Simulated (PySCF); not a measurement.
Cartesian coordinates in Å; atom numbers follow the order of the lines, from 1:
```xyz
23

Al   -1.2793    2.0370    1.5564
O    -0.7100    0.5149    0.4284
C    -1.6827   -0.1513   -0.3949
C    -0.9533   -1.3725   -0.9102
C    -0.0684   -1.7460    0.2763
C     0.3282   -0.3997    0.8863
C     1.6865    0.1532    0.4922
Si    2.0506    0.4265   -1.3458
H    -2.0626    2.9020    0.4567
H    -2.1769    1.2377    2.6286
H     0.1566    2.5465    2.0629
H    -1.9999    0.5593   -1.1696
H    -2.5526   -0.4166    0.2301
H    -1.6422   -2.1771   -1.2020
H    -0.3487   -1.1155   -1.7938
H    -0.6448   -2.3326    1.0075
H     0.8108   -2.3403   -0.0099
H     0.2508   -0.4292    1.9854
H     1.8172    1.1269    0.9943
H     2.4657   -0.5100    0.9046
H     2.1282   -0.8761   -2.0806
H     1.0021    1.2689   -1.9943
H     3.3731    1.1087   -1.4645
```

Geometry: PBE0-D3(BJ)/def2-SVP; GIAO shifts from PySCF, gas phase, non-relativistic, averaged over equivalent atoms.

At PBE0/pcSseg-1 (225 basis functions, 110 s wall time on 1 thread of an Arm Neoverse N1, shared host):
| atoms | δ (ppm) |
| --- | --- |
| Al1 | 75.2 |
| O2 | 71.2 |
| C6 | 82.2 |
| C3 | 74.2 |
| C5 | 33.0 |
| C4 | 27.9 |
| C7 | 15.5 |
| Si8 | -75.7 |
| H18 | 4.59 |
| H12 | 4.34 |
| H9/H10/H11 | 4.14 |
| H21/H22/H23 | 3.85 |
| H13 | 3.72 |
| H19 | 2.12 |
| H16 | 2.08 |
| H15 | 2.00 |
| H14 | 1.78 |
| H17 | 1.76 |
| H20 | 0.59 |

Shifts are taken against calculated references (same method and geometry level): AlH4- for 27Al (σ = 489.28 ppm); 17O (σ = 334.56 ppm) against H2O; TMS for 13C (σ = 184.41 ppm) and 29Si (σ = 351.99 ppm) and 1H (σ = 31.27 ppm).

Q: Estimate the result of repeating the calculation with WP04/pcSseg-1.

A: 
```tsv
atoms	δ at WP04/pcSseg-1	change
Al1	55.1	-20.1
O2	69.2	-2.0
C6	86.5	+4.3
C3	76.2	+2.0
C5	34.9	+1.9
C4	30.1	+2.2
C7	16.9	+1.4
Si8	-65.9	+9.8
H18	4.52	-0.07
H12	4.19	-0.15
H9/H10/H11	3.09	-1.05
H21/H22/H23	3.29	-0.56
H13	3.72	+0.00
H19	2.04	-0.08
H16	2.03	-0.05
H15	1.96	-0.04
H14	1.75	-0.03
H17	1.73	-0.03
H20	0.57	-0.02
```

Referencing at the same level of theory: 27Al (σ = 483.51 ppm) against AlH4-; H2O for 17O (σ = 317.54 ppm); TMS for 13C (σ = 172.44 ppm) and 29Si (σ = 338.69 ppm) and 1H (σ = 31.56 ppm).

The largest change is at Al1 (aluminium bonded to O, 3 H). Cost: 225 basis functions, 90 s wall time on 1 thread of an Arm Neoverse N1, shared host. The order of the carbon signals is the same at both levels.

Experimental scales use liquid or dissolved standards, which lie at an offset from isolated H2O (liquid H2O: subtract about 36 ppm).
